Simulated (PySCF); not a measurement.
Isomers of C3H6Si. Gas-phase values, no solvent. One relaxed conformer stands for each flexible species; it need not be the lowest. Strings in code marks are SMILES.

All values below come from B3LYP-D3(BJ)/def2-TZVP (PySCF). B3LYP has the VWN-RPA correlation part, as in Gaussian. 

```
species         dipole moment (D)   HOMO (eV)
--------------  -----------------  ----------
`C1=CC[SiH2]1`         (withheld)       -7.44
`C=C=C[SiH3]`                0.51       -7.31
`C=C1C[SiH2]1`         (withheld)       -7.10
`[SiH3]C1=CC1`               0.55       -7.14
`C#C[SiH2]C`                 0.74  (withheld)
`[SiH3]C1C=C1`               1.34       -6.82
```

Q: Fill in the missing entries.

A: 
- `C1=CC[SiH2]1`, dipole moment (D): 0.58
- `C=C1C[SiH2]1`, dipole moment (D): 0.21
- `C#C[SiH2]C`, HOMO (eV): -7.90
